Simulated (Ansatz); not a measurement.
A single point on `F[Si](F)(F)[AlH2]`.

```yaml
crystal:
  periodic: [false, false, false]
  atoms:
    - {symbol: F, position_ang: [0.581583, -0.848635, 1.954292]}
    - {symbol: Si, position_ang: [0.480824, -0.822443, 0.370206]}
    - {symbol: F, position_ang: [-0.248779, -2.172429, -0.043452]}
    - {symbol: F, position_ang: [1.972902, -0.939812, -0.164322]}
    - {symbol: Al, position_ang: [-0.671255, 1.163893, -0.528128]}
    - {symbol: H, position_ang: [-1.237482, 2.257781, 0.463441]}
    - {symbol: H, position_ang: [-0.816592, 1.293647, -2.097735]}
basis:
  gaussian: {orbitals: def2-TZVPP}
hamiltonian: {xc: pbe}
correlation: {method: rpa}
```

```sh
$ ansatz run in.yaml --threads 2 --pin off --events-out ev --progress --plain --max-ram 4352MiB
```

Shortened log:

```
Functional definition: PBE
1276 factors; integrals over basis functions are off by at most 1.9e-3 eV
mean field evaluation 1: about -22646.2180 eV, gradient 5.9e1 eV
mean field evaluation 2: about -22646.2110 eV, gradient 5.9e1 eV
mean field evaluation 4: about -22651.1026 eV, gradient 7.9e0 eV
mean field evaluation 8: about -22651.2612 eV, gradient 2.6e-1 eV
mean field evaluation 16: about -22651.2607 eV, gradient 4.6e-5 eV
mean field -22651.26067117 eV, -832.4184760897 hartree, gradient 4.7e-6 eV, S^2 0.000000; 0 other end points of the search recorded, 0 dependent functions left out
13 core orbitals not correlated: weight in the atoms' cores, before any rotation towards them, 1.000 or more for the frozen orbitals, at most 0.000 for the correlated occupied ones
reference -22602.23688376 eV, -830.6168851319 hartree; 15, 15 occupied and 177, 177 virtual orbitals, 1276 factors
Total energy: -22641.93258523 eV, -832.0756752539 hartree
```

Run time 6 s (2 threads of an Arm Neoverse V1 on a shared host); peak host memory 0.39 GiB.
